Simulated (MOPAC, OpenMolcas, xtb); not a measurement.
## BGeNH6 (SMILES B[NH][GeH3]): methods side by side

The species is BGeNH6 (9 atoms), meant as a singlet with charge 0. As SMILES, `B[NH][GeH3]`. The coordinates come from a PBE0-D4/def2-TZVP relaxation.

```xyz
9

B    -0.8740    0.6295   -1.1629
N    -0.0233    0.6871   -0.0627
Ge    0.6652   -0.7614    0.8666
H    -1.2179   -0.4407   -1.5810
H    -1.2491    1.6470   -1.6748
H     0.2539    1.5984    0.2725
H     2.2016   -0.7148    0.8049
H     0.1149   -2.0152    0.1846
H     0.2173   -0.6760    2.3357
```

Quantity: the HOMO–LUMO gap, in eV. The values are calculated.

```json
{"level": "MNDO", "kind": "semi-empirical", "program": "MOPAC", "value (eV)": "12.71", "CPU time": "under 2 s"}
{"level": "GFN1-xTB", "kind": "semi-empirical", "program": "xtb", "value (eV)": "5.44", "CPU time": "under 2 s"}
{"level": "HF/6-31G* (spherical functions)", "kind": "Hartree–Fock", "program": "OpenMolcas", "value (eV)": "14.72", "CPU time": "12 s"}
{"level": "SVWN5/6-31G* (spherical functions)", "kind": "LDA", "program": "OpenMolcas", "value (eV)": "6.33", "CPU time": "31 s"}
{"level": "PBE/6-31G* (spherical functions)", "kind": "GGA", "program": "OpenMolcas", "value (eV)": "6.44", "CPU time": "43 s"}
{"level": "TPSS/6-31G* (spherical functions)", "kind": "meta-GGA", "program": "OpenMolcas", "value (eV)": "6.74", "CPU time": "54 s"}
{"level": "PBE0/6-31G* (spherical functions)", "kind": "global hybrid", "program": "OpenMolcas", "value (eV)": "8.70", "CPU time": "37 s"}
{"level": "B2PLYP/6-31G* (spherical functions)", "kind": "double hybrid", "program": "OpenMolcas", "value (eV)": "10.89", "CPU time": "26 s"}
```

All-electron rows without a relativistic Hamiltonian named are non-relativistic. The values span 5.44 to 14.72 eV. Orbital gaps aren't excitation energies, and those of double hybrids come from the SCF part alone; they tend to grow with the share of exact exchange. CPU times are rough (shared hosts, several kinds of processor): they show what a rung costs within a factor of a few.
